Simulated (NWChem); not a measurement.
A series in which one site is exchanged, each optimised at PBE0/def2-SVP with NWChem, gas phase unless a solvent is named. All stand in one matching conformer (torsions within 35°), which need not be the lowest. Pople sets run with spherical d functions. This build's default masses of Se (78.918 u) and Br (79.917 u) are each other's, which moves their modes by up to 0.6 %. Shieldings are non-relativistic GIAO values without spin-orbit effects.

A: [AlH]([Cl])[NH2] (AlNH$_{3}$Cl; site = H)
B: [NH2][Al]([Cl])[Cl] (AlNH2Cl2; site = Cl)
C: [NH2][Al]([F])[Cl] (AlNH2ClF; site = F)
D: [NH2][Al]([Cl])[Br] (AlNH2BrCl; site = Br)

```csv
quantity,A,B,C,D
"dipole (D), PBE0/def2-SVP",2.42,2.61,[?],2.56
"static polarisability, PBE/def2-SVPD (bohr³)",52.1,62.4,[?],70.8
"lowest singlet excitation, PBE/def2-SVPD, TDA (eV)",5.66,5.10,[?],5.01
"Al absolute shielding, B3LYP/6-31G* (ppm)",446.2,468.1,[?],458.4
"Al absolute shielding, PBE0/pcSseg-1 (ppm)",390.8,412.7,[?],402.7
```

Question: Fill in the missing entries.

Answer: 
- dipole (D), PBE0/def2-SVP, C: 2.72
- static polarisability, PBE/def2-SVPD (bohr³), C: 47.6
- lowest singlet excitation, PBE/def2-SVPD, TDA (eV), C: 5.12
- Al absolute shielding, B3LYP/6-31G* (ppm), C: 491.2
- Al absolute shielding, PBE0/pcSseg-1 (ppm), C: 442.5
